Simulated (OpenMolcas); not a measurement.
## Computed transition rates of Kr V

```
Program             : OpenMolcas 26.06
Method              : RASSCF
Basis               : ANO-RCC [9s8p6d4f2g]
Scalar Hamiltonian  : DKH2, point nucleus
Active space        : 2 electrons in 9 orbitals (RAS2 4p; RAS3 4d 5s, at most 1 electron)
State averaging     : 2S+1 = 3 even, 3 roots; 2S+1 = 1 even, 6 roots; 2S+1 = 3 odd, 18 roots; 2S+1 = 1 odd, 18 roots
Spin-orbit coupling : RASSI with atomic mean-field integrals over the reference wave functions, term energies averaged over their components
```

Rates come from the transition moments of the reference wave functions (E1 and E2 in the length form). At fixed line strength A goes as λ^-3 for E1 and M1 and as λ^-5 for E2, so a rate at the computed wavelength can be rescaled to the measured one. Measured vacuum wavelengths follow from level energies in Saloman, J. Phys. Chem. Ref. Data 36, 215 (2007). Branching counts decays inside the model space alone, at computed energies, and the table is only a selection of the E1 lines, drawn from those between levels with measured partners whose computed energy lies within a factor of 1.5 of the measured one.

| Upper | Lower | Type | λ computed (nm) | λ measured (nm) | A computed (s-1) | A rescaled (s-1) | Branching % |
| --- | --- | --- | --- | --- | --- | --- | --- |
| 4s2 4p 4d 3F* 2 | 4s2 4p2 1D2 | E1 | 60.38 | 58.63 | 2.94e+08 |  | 66.7 |
| 4s2 4p 4d 3F* 3 | 4s2 4p2 1D2 | E1 | 59.3 | 57.73 | 2.52e+07 |  | 10.2 |
| 4s2 4p 4d 3F* 2 | 4s2 4p2 3P2 | E1 | 55.38 | 54.74 | 1.11e+08 | 1.15e+08 | 25.2 |
| 4s2 4p 4d 3F* 3 | 4s2 4p2 3P2 | E1 | 54.47 | 53.95 | 2.22e+08 | 2.28e+08 | 89.8 |
| 4s2 4p 4d 3F* 2 | 4s2 4p2 3P1 | E1 | 54.23 | 53.61 | 3.57e+07 | 3.70e+07 | 8.1 |
| 4s2 4p 5s 3P* 1 | 4s2 4p2 1S0 | E1 | 51.44 | 49.57 | 3.45e+09 |  | 31.4 |
| 4s2 4p 5s 1P* 1 | 4s2 4p2 1S0 | E1 | 48.91 | 47.22 | 6.80e+09 | 7.56e+09 | 31.7 |
| 4s2 4p 5s 3P* 1 | 4s2 4p2 1D2 | E1 | 45.85 | 45.21 | 6.90e+08 |  | 6.3 |
| 4s2 4p 4d 1F* 3 | 4s2 4p2 1D2 | E1 | 45.59 | 46.64 | 4.67e+10 | 4.36e+10 | 97.0 |
| 4s2 4p 5s 3P* 2 | 4s2 4p2 1D2 | E1 | 44.76 | 44.04 | 2.16e+08 |  | 2.8 |
| 4s2 4p 5s 1P* 1 | 4s2 4p2 1D2 | E1 | 43.83 | 43.24 | 1.43e+10 | 1.49e+10 | 66.9 |
| 4s2 4p 5s 3P* 1 | 4s2 4p2 3P2 | E1 | 42.91 | 42.86 | 2.90e+09 | 2.91e+09 | 26.4 |
| 4s2 4p 4d 1F* 3 | 4s2 4p2 3P2 | E1 | 42.68 | 44.15 | 1.46e+09 |  | 3.0 |
| 4s2 4p 5s 3P* 1 | 4s2 4p2 3P1 | E1 | 42.22 | 42.16 | 1.67e+09 | 1.68e+09 | 15.2 |
| 4s2 4p 5s 3P* 2 | 4s2 4p2 3P2 | E1 | 41.95 | 41.81 | 5.37e+09 | 5.42e+09 | 70.2 |
| 4s2 4p 5s 3P* 1 | 4s2 4p2 3P0 | E1 | 41.66 | 41.51 | 2.27e+09 | 2.29e+09 | 20.7 |
| 4s2 4p 5s 3P* 2 | 4s2 4p2 3P1 | E1 | 41.29 | 41.14 | 2.06e+09 | 2.08e+09 | 27.0 |
| 4s2 4p 5s 1P* 1 | 4s2 4p2 3P1 | E1 | 40.5 | 40.44 | 1.63e+08 |  | 0.8 |

Spin-changing lines and M1 lines between different terms are not rescaled, since their strength hangs on the term gaps too.

The largest correction is for 4s2 4p 5s 1P* 1 → 4s2 4p2 1S0 (E1): 6.80e+09 × (48.91 / 47.22)^3 = 7.56e+09 s-1, a factor of 1.11.

The computed rate and branching of 4s2 4p 4d 1F* 3 → 4s2 4p2 1D2 give the upper level a radiative lifetime of 0.970 / 4.67e+10 s-1 = 2.08e-11 s, counting decays inside the model space alone. The rescaled rate gives about 2.2e-11 s.

The computed order of these levels differs from the measured one in 1 place, and where term gaps are wrong the rates of spin-changing lines can be off by large factors.

No measured rate stands beside these. Rescaling mends the energy factor alone: line strengths can still be far off where a level mixes with configurations outside the active space, and weak or spin-changing lines hang on small mixing coefficients that depend on the term gaps too, so rescaling need not improve them.

ANO sets are built for valence states and can reach diffuse excited orbitals poorly, and with the s shell closed the s pⁿ⁺¹ terms that mix with these levels are absent. With the s shell closed, the reference lacks s² → p² mixing. Measured partners are found by configuration, term and J. A level has none where our copy of the source lacks it or the pairing is in doubt (some pairs that miss far off the trend of their configuration count as doubtful). Levels of configurations outside the active space are missing.

* marks odd parity.
